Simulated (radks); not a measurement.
Trend from Li+ to Ne+: ionisation energy by Delta-SCF between NIST ground configurations, and size. Method: non-relativistic Kohn-Sham, LDA (Slater exchange, Perdew-Wang correlation), spin-unpolarised, spherical densities, point nucleus; computed with a radial shooting solver on a logarithmic mesh with Libxc functionals.

| species | configuration | configuration of the ion | IE (eV) | NIST (eV) | kind | -e(HOMO) (eV) | r at 0.001 e/bohr^3 (bohr) |
|---|---|---|---|---|---|---|---|
| Li+ | [He] | 1s1 | 78.131 | 75.640 | theory | 59.591 (1s) | 1.86 |
| Be+ | [He] 2s1 | [He] | 17.770 | 18.211 | exp. | 13.638 (2s) | 3.47 |
| B+ | [He] 2s2 | [He] 2s1 | 25.291 | 25.155 | exp. | 19.405 (2s) | 3.34 |
| C+ | [He] 2s2 2p1 | [He] 2s2 | 24.262 | 24.383 | exp. | 17.124 (2p) | 3.19 |
| N+ | [He] 2s2 2p2 | [He] 2s2 2p1 | 28.978 | 29.601 | semi-emp. | 20.823 (2p) | 3.03 |
| O+ | [He] 2s2 2p3 | [He] 2s2 2p2 | 33.720 | 35.121 | exp. | 24.597 (2p) | 2.88 |
| F+ | [He] 2s2 2p4 | [He] 2s2 2p3 | 38.528 | 34.971 | exp. | 28.469 (2p) | 2.75 |
| Ne+ | [He] 2s2 2p5 | [He] 2s2 2p4 | 43.422 | 40.963 | exp. | 32.450 (2p) | 2.63 |

Reference values: NIST Atomic Spectra Database (exp. = measured, semi-emp. = semi-empirical, theory = theoretical value adopted there). Spin polarisation and multiplet splitting are left out, so open shells lie too high by an amount that depends on their filling.

Beside tabulated values, note that spin-unpolarised runs miss the spin-polarisation part of the exchange energy of open shells.
